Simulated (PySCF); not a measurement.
**MoO: a composite coupled-cluster calculation**

State: ⁵Π, quintet, unpaired electrons σ ↑, π ↑, δ ↑↑. De refers to Mo (4d5 5s1) + O. ROHF-based CCSD(T) in PySCF 2.14 with Mo aug-cc-pVDZ-PP with ECP28, O aug-cc-pVDZ and Mo aug-cc-pVTZ-PP with ECP28, O aug-cc-pVTZ (frozen core orbitals: 5; scalar-relativistic core potentials). Correlation energies are extrapolated as n⁻³ (n = 2, 3), Hartree–Fock as (n+1)·exp(−9√n).

| Level | Re (Å) | ωe (cm⁻¹) | ωexe (cm⁻¹) | αe (cm⁻¹) | De (eV) |
| --- | --- | --- | --- | --- | --- |
| CCSD(T)/DZ | 1.7274 | 886.9 | 4.98 | 0.00256 | 4.720 |
| CCSD(T)/TZ | 1.7124 | 914.7 | 4.80 | 0.00245 | 5.125 |
| HF/CBS | 1.6655 | 1042.6 | 3.41 | 0.00181 | 0.813 |
| MP2/CBS | 1.6994 | 953.2 | n/a | 0.00224 | 5.872 |
| CCSD/CBS | 1.6920 | 972.1 | 4.53 | 0.00224 | 4.612 |
| CCSD(T)/CBS | 1.7107 | 920.1 | 4.78 | 0.00243 | 5.243 |

Task: How much is left between CCSD(T)/TZ and the basis-set limit, and how much do the triples give at the limit?

Result: CCSD(T)/CBS less CCSD(T)/TZ: -1.7 mÅ in Re, +5.4 cm⁻¹ in ωe and +0.118 eV in De. CCSD(T)/CBS less CCSD/CBS: +18.7 mÅ in Re, -52.0 cm⁻¹ in ωe and +0.631 eV in De.

The T1 diagnostic is 0.051, large enough to doubt a single reference. The state was picked by a PBE0 search and need not be the measured ground state. Spin–orbit coupling, excitations beyond (T) and corrections to the Born–Oppenheimer picture are left out.

The whole job (state search and all basis sets along the bond) took about 8.9 min on 4 threads of Intel Xeon 6975P-C (shared host), peak memory 15 GiB.
